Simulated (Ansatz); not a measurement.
K₂Cl₂, 4 atoms. Hardware: 4 threads of AMD EPYC 7R43 on a shared host.

The 6-31G sets use Cartesian d functions. Correlated methods freeze 20 core orbitals; core or outer-core shells of K are correlated, in sets that lack core-valence functions.

Problem. How many basis functions does each of these Ansatz runs have, and roughly what does it cost? PBE-QIDH/def2-TZVP, charge 0 quintet, energy, from earlier orbitals; r2SCAN-D4/def2-TZVP, charge 0 unrestricted singlet, energy, from earlier orbitals; PBE0-D4/def2-TZVP, charge 0 triplet, relaxation, 10 steps; MP2/def2-TZVP, charge 0 triplet, energy, from earlier orbitals; CCSD(T)/def2-TZVPP, charge 0 quintet, energy, from earlier orbitals; PBE with 50 % exact exchange/def2-TZVP, charge 0 triplet, energy, from earlier orbitals; PBE0-D4/def2-SVP, charge 0 unrestricted singlet, energy with a search over starts; HF/6-31G, charge 0 quintet, energy; PBE0-D4/def2-TZVP, charge 0 quintet, relaxation, 15 steps; PBE-D4/def2-TZVP, charge 0 triplet, energy, from earlier orbitals; PBE0-D4/def2-SVP, charge 0 quintet, energy with a search over starts; PBE0-D4/def2-TZVP, charge 0 quintet, energy, from earlier orbitals.

Solution. Other jobs shared the machine, so times can vary by a factor of up to 3. A dash marks memory too small to be measured apart from the calling script's.

```json
{"run": "HF/6-31G, charge 0 quintet, energy", "functions": "84", "fitting or Cholesky vectors": "866", "wall time": "1.2 s", "peak host memory (GiB)": "–"}
{"run": "PBE0-D4/def2-SVP, charge 0 unrestricted singlet, energy with a search over starts", "functions": "84", "fitting or Cholesky vectors": "772", "wall time": "1.9 s", "peak host memory (GiB)": "–"}
{"run": "PBE-D4/def2-TZVP, charge 0 triplet, energy, from earlier orbitals", "functions": "140", "fitting or Cholesky vectors": "1162", "wall time": "2.5 s", "peak host memory (GiB)": "–"}
{"run": "PBE with 50 % exact exchange/def2-TZVP, charge 0 triplet, energy, from earlier orbitals", "functions": "140", "fitting or Cholesky vectors": "1064", "wall time": "4.4 s", "peak host memory (GiB)": "–"}
{"run": "MP2/def2-TZVP, charge 0 triplet, energy, from earlier orbitals", "functions": "140", "fitting or Cholesky vectors": "1064", "wall time": "4.5 s", "peak host memory (GiB)": "–"}
{"run": "r2SCAN-D4/def2-TZVP, charge 0 unrestricted singlet, energy, from earlier orbitals", "functions": "140", "fitting or Cholesky vectors": "1162", "wall time": "5.5 s", "peak host memory (GiB)": "–"}
{"run": "PBE0-D4/def2-SVP, charge 0 quintet, energy with a search over starts", "functions": "84", "fitting or Cholesky vectors": "772", "wall time": "8.5 s", "peak host memory (GiB)": "–"}
{"run": "PBE0-D4/def2-TZVP, charge 0 quintet, energy, from earlier orbitals", "functions": "140", "fitting or Cholesky vectors": "1064", "wall time": "9.5 s", "peak host memory (GiB)": "–"}
{"run": "PBE-QIDH/def2-TZVP, charge 0 quintet, energy, from earlier orbitals", "functions": "140", "fitting or Cholesky vectors": "1064", "wall time": "11 s", "peak host memory (GiB)": "–"}
{"run": "CCSD(T)/def2-TZVPP, charge 0 quintet, energy, from earlier orbitals", "functions": "150", "fitting or Cholesky vectors": "1136", "wall time": "26 s", "peak host memory (GiB)": "1.6"}
{"run": "PBE0-D4/def2-TZVP, charge 0 quintet, relaxation, 15 steps", "functions": "140", "fitting or Cholesky vectors": "1174", "wall time": "39 s", "peak host memory (GiB)": "–"}
{"run": "PBE0-D4/def2-TZVP, charge 0 triplet, relaxation, 10 steps", "functions": "140", "fitting or Cholesky vectors": "1174", "wall time": "43 s", "peak host memory (GiB)": "–"}
```
